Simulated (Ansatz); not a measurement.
Geometry optimisation, Ansatz 0.2.0, RKS r2SCAN-D4/6-31G*.

The input (input.yaml):

```yaml
crystal:
  periodic: [false, false, false]
  atoms:
    - { symbol: Al, position_ang: [-0.127465, 0.458439, -0.31516] }
    - { symbol: F, position_ang: [0.199885, 0.276514, 2.53728] }
    - { symbol: H, position_ang: [1.274681, -0.137734, -0.690555] }
    - { symbol: O, position_ang: [-1.605006, -0.292026, -0.679411] }
    - { symbol: Si, position_ang: [-2.791971, -1.396083, -0.930856] }
    - { symbol: H, position_ang: [-2.568648, -2.620573, -0.111621] }
    - { symbol: H, position_ang: [-4.114561, -0.818434, -0.559008] }
    - { symbol: H, position_ang: [-2.844689, -1.792923, -2.366111] }
    - { symbol: O, position_ang: [-0.173246, 2.081156, 0.357048] }
    - { symbol: H, position_ang: [-1.045585, 2.496995, 0.397733] }
    - { symbol: H, position_ang: [0.226905, 1.18707, 2.328561] }
basis:
  gaussian: { orbitals: "6-31G*" }
hamiltonian:
  xc: r2scan
  dispersion: d4
relax:
  f_tol: 0.03
  max_steps: 50
```

Run as:

```bash
$ ansatz run input.yaml --threads 4 --pin off --max-ram 5120MiB --backend cpu --events-out ev --progress --plain --runs-dir out
```

**Question.** Where does it end, and by what steps?

**Answer.** The run converged. After 26 steps the energy has fallen by 1.568 eV; H11 moved furthest, 1.31 Å. Parted: F2–H11 (0.93 → 2.45 Å). Joined: Al1–F2 (2.88 → 1.67 Å), O9–H11 (2.20 → 0.98 Å).

```csv
step,energy less start (eV),largest force component (eV/Å),accepted
0,0.0000,0.729,yes
1,-0.1967,0.591,yes
2,-0.3493,0.620,yes
3,-0.5528,0.860,yes
4,-0.6029,1.809,yes
5,-0.7309,1.242,yes
6,-0.9077,0.664,yes
7,-1.0788,2.868,yes
8,-1.3001,1.199,yes
9,-1.4218,0.504,yes
10,-1.4734,1.021,yes
11,-1.5120,0.387,yes
12,-1.5155,1.038,yes
13,-1.5461,0.548,yes
14,-1.5176,1.158,no
15,-1.5590,0.198,yes
16,-1.5631,0.074,yes
17,-1.5647,0.046,yes
18,-1.5656,0.058,yes
19,-1.5663,0.048,yes
20,-1.5668,0.041,yes
21,-1.5672,0.040,yes
22,-1.5675,0.059,yes
23,-1.5679,0.062,yes
24,-1.5680,0.049,yes
25,-1.5682,0.036,yes
26,-1.5682,0.020,yes
```

```xyz
11
Properties=species:S:1:pos:R:3
Al 0.042 0.014 0.315
F 0.434 -0.203 1.929
H 1.174 -0.236 -0.759
O -1.625 -0.233 -0.102
Si -2.702 -1.256 -0.800
H -2.636 -2.627 -0.213
H -4.086 -0.737 -0.597
H -2.475 -1.381 -2.270
O -0.292 1.963 0.554
H -1.258 2.001 0.407
H -0.147 2.137 1.502
```

Whether the end is a true minimum wasn't checked by a vibrational analysis.

The run took 54 s on 4 threads of Arm Neoverse V2, with other jobs on the host, peak memory 0.18 GiB.
